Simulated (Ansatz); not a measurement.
Ansatz (a quantum-chemistry and plane-wave program) input (HF/6-31G*):

Ansatz 0.2 input:
```yaml
crystal:
  periodic: [false, false, false]
  atoms:
    - {symbol: Cl, position_ang: [1.79803493, 0.22646277, -0.06775668]}
    - {symbol: C, position_ang: [0.59252240, -0.94317792, -0.03264783]}
    - {symbol: C, position_ang: [-0.73283111, -0.91790466, 0.01924514]}
    - {symbol: Cl, position_ang: [-1.67172160, 0.53759069, 0.07058203]}
    - {symbol: H, position_ang: [-1.30547430, -1.82241343, 0.03238507]}
basis:
  gaussian:
    orbitals: 6-31G*
hamiltonian:
  xc: {name: HF}
magnetization: {spin_polarized: true, initial_magnetization: 1}
phonons: {temperatures: {t_min: 298.15, t_max: 298.15, t_step: 100}}
```

Output:

```
Functional definition: HF
integrals: 0.02 GiB planned
740 factors; integrals over basis functions are off by at most 4.0e-4 eV
mean field: 0.23 GiB planned
mean field evaluation 1: about -27078.5216 eV, gradient 1.3e1 eV
mean field evaluation 2: about -27078.5255 eV, gradient 1.3e1 eV
mean field evaluation 4: about -27080.1957 eV, gradient 2.8e0 eV
mean field evaluation 8: about -27080.3779 eV, gradient 7.5e-1 eV
mean field evaluation 16: about -27080.4826 eV, gradient 3.1e-5 eV
mean field -27080.48259000 eV, -995.1893793722 hartree, gradient 3.1e-5 eV, S^2 1.024083; 0 other end points of the search recorded, 0 dependent functions left out
the calculation of the forces begins
reference -27080.48259000 eV, -995.1893793722 hartree; 24, 23 occupied and 46, 47 virtual orbitals, 740 factors
these checks for a lower state are left out or cut short: stability, starts, cluster_reference, orbital_swaps, neighbouring_geometries, increment
integrals: 0.02 GiB planned
740 factors; integrals over basis functions are off by at most 4.0e-4 eV
mean field: 0.23 GiB planned
mean field -27080.48253421 eV, -995.1893773217 hartree, gradient 2.7e-6 eV, S^2 1.024204; 0 other end points of the search recorded, 0 dependent functions left out
the calculation of the forces begins
reference -27080.48253421 eV, -995.1893773217 hartree; 24, 23 occupied and 46, 47 virtual orbitals, 740 factors
these checks for a lower state are left out or cut short: stability, starts, cluster_reference, orbital_swaps, neighbouring_geometries, increment
integrals: 0.02 GiB planned
740 factors; integrals over basis functions are off by at most 4.0e-4 eV
mean field: 0.23 GiB planned
mean field evaluation 32: about -27080.4792 eV, gradient 4.3e-5 eV
mean field -27080.48253359 eV, -995.1893772992 hartree, gradient 2.7e-6 eV, S^2 1.023962; 0 other end points of the search recorded, 0 dependent functions left out
the calculation of the forces begins
reference -27080.48253359 eV, -995.1893772992 hartree; 24, 23 occupied and 46, 47 virtual orbitals, 740 factors
these checks for a lower state are left out or cut short: stability, starts, cluster_reference, orbital_swaps, neighbouring_geometries, increment
integrals: 0.02 GiB planned
740 factors; integrals over basis functions are off by at most 4.0e-4 eV
mean field: 0.23 GiB planned
mean field -27080.48256582 eV, -995.1893784834 hartree, gradient 2.7e-6 eV, S^2 1.024219; 0 other end points of the search recorded, 0 dependent functions left out
the calculation of the forces begins
reference -27080.48256582 eV, -995.1893784834 hartree; 24, 23 occupied and 46, 47 virtual orbitals, 740 factors
these checks for a lower state are left out or cut short: stability, starts, cluster_reference, orbital_swaps, neighbouring_geometries, increment
integrals: 0.02 GiB planned
740 factors; integrals over basis functions are off by at most 4.0e-4 eV
mean field: 0.23 GiB planned
mean field -27080.48256636 eV, -995.1893785035 hartree, gradient 2.7e-6 eV, S^2 1.023947; 0 other end points of the search recorded, 0 dependent functions left out
the calculation of the forces begins
reference -27080.48256636 eV, -995.1893785035 hartree; 24, 23 occupied and 46, 47 virtual orbitals, 740 factors
these checks for a lower state are left out or cut short: stability, starts, cluster_reference, orbital_swaps, neighbouring_geometries, increment
integrals: 0.02 GiB planned
740 factors; integrals over basis functions are off by at most 4.0e-4 eV
mean field: 0.23 GiB planned
mean field -27080.48238481 eV, -995.1893718316 hartree, gradient 2.5e-6 eV, S^2 1.029256; 0 other end points of the search recorded, 0 dependent functions left out
the calculation of the forces begins
reference -27080.48238481 eV, -995.1893718316 hartree; 24, 23 occupied and 46, 47 virtual orbitals, 740 factors
these checks for a lower state are left out or cut short: stability, starts, cluster_reference, orbital_swaps, neighbouring_geometries, increment
integrals: 0.02 GiB planned
740 factors; integrals over basis functions are off by at most 4.0e-4 eV
mean field: 0.23 GiB planned
mean field evaluation 64: about -27080.4824 eV, gradient 3.7e-6 eV
mean field -27080.48238293 eV, -995.1893717626 hartree, gradient 2.5e-6 eV, S^2 1.018929; 0 other end points of the search recorded, 0 dependent functions left out
the calculation of the forces begins
reference -27080.48238293 eV, -995.1893717626 hartree; 24, 23 occupied and 46, 47 virtual orbitals, 740 factors
these checks for a lower state are left out or cut short: stability, starts, cluster_reference, orbital_swaps, neighbouring_geometries, increment
integrals: 0.02 GiB planned
740 factors; integrals over basis functions are off by at most 4.0e-4 eV
mean field: 0.23 GiB planned
[...]
740 factors; integrals over basis functions are off by at most 4.0e-4 eV
mean field: 0.23 GiB planned
mean field -27080.48254766 eV, -995.1893778162 hartree, gradient 2.7e-6 eV, S^2 1.024291; 0 other end points of the search recorded, 0 dependent functions left out
the calculation of the forces begins
reference -27080.48254766 eV, -995.1893778162 hartree; 24, 23 occupied and 46, 47 virtual orbitals, 740 factors
these checks for a lower state are left out or cut short: stability, starts, cluster_reference, orbital_swaps, neighbouring_geometries, increment
integrals: 0.02 GiB planned
740 factors; integrals over basis functions are off by at most 4.0e-4 eV
mean field: 0.23 GiB planned
mean field -27080.48236729 eV, -995.1893711877 hartree, gradient 2.5e-6 eV, S^2 1.018934; 0 other end points of the search recorded, 0 dependent functions left out
the calculation of the forces begins
reference -27080.48236729 eV, -995.1893711877 hartree; 24, 23 occupied and 46, 47 virtual orbitals, 740 factors
these checks for a lower state are left out or cut short: stability, starts, cluster_reference, orbital_swaps, neighbouring_geometries, increment
integrals: 0.02 GiB planned
740 factors; integrals over basis functions are off by at most 4.0e-4 eV
mean field: 0.23 GiB planned
mean field evaluation 96: about -27080.4824 eV, gradient 2.5e-6 eV
mean field -27080.48237078 eV, -995.1893713158 hartree, gradient 2.5e-6 eV, S^2 1.029253; 0 other end points of the search recorded, 0 dependent functions left out
the calculation of the forces begins
reference -27080.48237078 eV, -995.1893713158 hartree; 24, 23 occupied and 46, 47 virtual orbitals, 740 factors
these checks for a lower state are left out or cut short: stability, starts, cluster_reference, orbital_swaps, neighbouring_geometries, increment
integrals: 0.02 GiB planned
740 factors; integrals over basis functions are off by at most 4.0e-4 eV
mean field: 0.23 GiB planned
mean field -27080.48249743 eV, -995.1893759703 hartree, gradient 2.8e-6 eV, S^2 1.024061; 0 other end points of the search recorded, 0 dependent functions left out
the calculation of the forces begins
reference -27080.48249743 eV, -995.1893759703 hartree; 24, 23 occupied and 46, 47 virtual orbitals, 740 factors
these checks for a lower state are left out or cut short: stability, starts, cluster_reference, orbital_swaps, neighbouring_geometries, increment
integrals: 0.02 GiB planned
740 factors; integrals over basis functions are off by at most 3.9e-4 eV
mean field: 0.23 GiB planned
mean field -27080.48249597 eV, -995.1893759166 hartree, gradient 2.6e-6 eV, S^2 1.024126; 0 other end points of the search recorded, 0 dependent functions left out
the calculation of the forces begins
reference -27080.48249597 eV, -995.1893759166 hartree; 24, 23 occupied and 46, 47 virtual orbitals, 740 factors
these checks for a lower state are left out or cut short: stability, starts, cluster_reference, orbital_swaps, neighbouring_geometries, increment
integrals: 0.02 GiB planned
740 factors; integrals over basis functions are off by at most 4.0e-4 eV
mean field: 0.23 GiB planned
mean field -27080.48255756 eV, -995.1893781802 hartree, gradient 2.7e-6 eV, S^2 1.024025; 0 other end points of the search recorded, 0 dependent functions left out
the calculation of the forces begins
reference -27080.48255756 eV, -995.1893781802 hartree; 24, 23 occupied and 46, 47 virtual orbitals, 740 factors
these checks for a lower state are left out or cut short: stability, starts, cluster_reference, orbital_swaps, neighbouring_geometries, increment
integrals: 0.02 GiB planned
740 factors; integrals over basis functions are off by at most 4.0e-4 eV
mean field: 0.23 GiB planned
mean field evaluation 128: about -27080.4826 eV, gradient 2.7e-6 eV
mean field -27080.48255722 eV, -995.1893781674 hartree, gradient 2.7e-6 eV, S^2 1.024143; 0 other end points of the search recorded, 0 dependent functions left out
the calculation of the forces begins
reference -27080.48255722 eV, -995.1893781674 hartree; 24, 23 occupied and 46, 47 virtual orbitals, 740 factors
these checks for a lower state are left out or cut short: stability, starts, cluster_reference, orbital_swaps, neighbouring_geometries, increment
integrals: 0.02 GiB planned
740 factors; integrals over basis functions are off by at most 4.0e-4 eV
mean field: 0.23 GiB planned
mean field -27080.48255891 eV, -995.1893782294 hartree, gradient 2.7e-6 eV, S^2 1.024181; 0 other end points of the search recorded, 0 dependent functions left out
the calculation of the forces begins
reference -27080.48255891 eV, -995.1893782294 hartree; 24, 23 occupied and 46, 47 virtual orbitals, 740 factors
these checks for a lower state are left out or cut short: stability, starts, cluster_reference, orbital_swaps, neighbouring_geometries, increment
integrals: 0.02 GiB planned
740 factors; integrals over basis functions are off by at most 4.0e-4 eV
mean field: 0.23 GiB planned
mean field -27080.48255883 eV, -995.1893782267 hartree, gradient 2.8e-6 eV, S^2 1.023987; 0 other end points of the search recorded, 0 dependent functions left out
the calculation of the forces begins
reference -27080.48255883 eV, -995.1893782267 hartree; 24, 23 occupied and 46, 47 virtual orbitals, 740 factors
these checks for a lower state are left out or cut short: stability, starts, cluster_reference, orbital_swaps, neighbouring_geometries, increment
integrals: 0.02 GiB planned
740 factors; integrals over basis functions are off by at most 4.0e-4 eV
mean field: 0.23 GiB planned
mean field -27080.48253871 eV, -995.1893774874 hartree, gradient 2.7e-6 eV, S^2 1.024017; 0 other end points of the search recorded, 0 dependent functions left out
the calculation of the forces begins
reference -27080.48253871 eV, -995.1893774874 hartree; 24, 23 occupied and 46, 47 virtual orbitals, 740 factors
these checks for a lower state are left out or cut short: stability, starts, cluster_reference, orbital_swaps, neighbouring_geometries, increment
integrals: 0.02 GiB planned
740 factors; integrals over basis functions are off by at most 4.0e-4 eV
mean field: 0.23 GiB planned
mean field -27080.48253799 eV, -995.1893774609 hartree, gradient 2.7e-6 eV, S^2 1.024149; 0 other end points of the search recorded, 0 dependent functions left out
the calculation of the forces begins
reference -27080.48253799 eV, -995.1893774609 hartree; 24, 23 occupied and 46, 47 virtual orbitals, 740 factors
these checks for a lower state are left out or cut short: stability, starts, cluster_reference, orbital_swaps, neighbouring_geometries, increment
integrals: 0.02 GiB planned
740 factors; integrals over basis functions are off by at most 3.9e-4 eV
mean field: 0.23 GiB planned
mean field evaluation 160: about -27080.4792 eV, gradient 2.8e-5 eV
mean field -27080.48253923 eV, -995.1893775065 hartree, gradient 2.7e-6 eV, S^2 1.024083; 0 other end points of the search recorded, 0 dependent functions left out
the calculation of the forces begins
reference -27080.48253923 eV, -995.1893775065 hartree; 24, 23 occupied and 46, 47 virtual orbitals, 740 factors
these checks for a lower state are left out or cut short: stability, starts, cluster_reference, orbital_swaps, neighbouring_geometries, increment
integrals: 0.02 GiB planned
740 factors; integrals over basis functions are off by at most 4.0e-4 eV
mean field: 0.23 GiB planned
mean field -27080.48254083 eV, -995.1893775650 hartree, gradient 2.7e-6 eV, S^2 1.024085; 0 other end points of the search recorded, 0 dependent functions left out
the calculation of the forces begins
reference -27080.48254083 eV, -995.1893775650 hartree; 24, 23 occupied and 46, 47 virtual orbitals, 740 factors
Total energy: -27080.48259000 eV, -995.1893793722 hartree
Atom 0 at     1.798035     0.226463    -0.067757 Å, force     0.000072    -0.000155    -0.000004 eV/Å
Atom 1 at     0.592522    -0.943178    -0.032648 Å, force     0.000055     0.000161    -0.000001 eV/Å
Atom 2 at    -0.732831    -0.917905     0.019245 Å, force    -0.000366     0.000427     0.000019 eV/Å
Atom 3 at    -1.671722     0.537591     0.070582 Å, force     0.000086    -0.000001    -0.000003 eV/Å
Atom 4 at    -1.305474    -1.822413     0.032385 Å, force     0.000152    -0.000432    -0.000010 eV/Å
Dipole moment:    -0.032586    -0.274733    -0.001516 e Å
Vibrations: 154.78 387.88 605.97 729.82 780.82 883.04 1362.54 1593.50 3430.92 cm⁻¹, zero-point energy 0.615536 eV
```

The blocks after the first are displaced geometries, from whose forces the wavenumbers follow.

The determinant is spin-contaminated: <S^2> is 1.02 against 0.75 for a pure state.
